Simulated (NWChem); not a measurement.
System: Si₂H₅O₂Cl; SMILES O[SiH](O)[SiH2]Cl

```xyz
10

O      1.4140     1.4462     0.5786
Si    -0.2158     1.4110     0.2600
O     -0.6112     1.8200    -1.3023
Si    -0.8570    -0.8362     0.4654
Cl     0.8804    -1.8497    -0.1361
H      1.8947     0.6668     0.2719
H     -0.8267     2.3613     1.2301
H     -0.4155     2.7199    -1.5837
H     -1.9803    -1.2832    -0.4063
H     -1.1421    -1.2452     1.8726
```
Atoms are numbered in this order, from 1.

Program: NWChem. Pople sets run with spherical d functions. Structure relaxed at the PBE0/def2-SVP level. Vzz is the largest principal value of the second derivative of the potential at the nucleus (NWChem prints the opposite sign); η is the asymmetry. Non-relativistic.

Q: Predict the results for PBE0/6-31G*. Quantities: Vzz O1 (a.u.); η O1; Vzz O3 (a.u.); η O3; Vzz Cl5 (a.u.); η Cl5.

A: 
```yaml
Vzz O1 (a.u.): 1.273
"η O1": 0.56
Vzz O3 (a.u.): 1.357
"η O3": 0.53
Vzz Cl5 (a.u.): 2.103
"η Cl5": 0.08
```
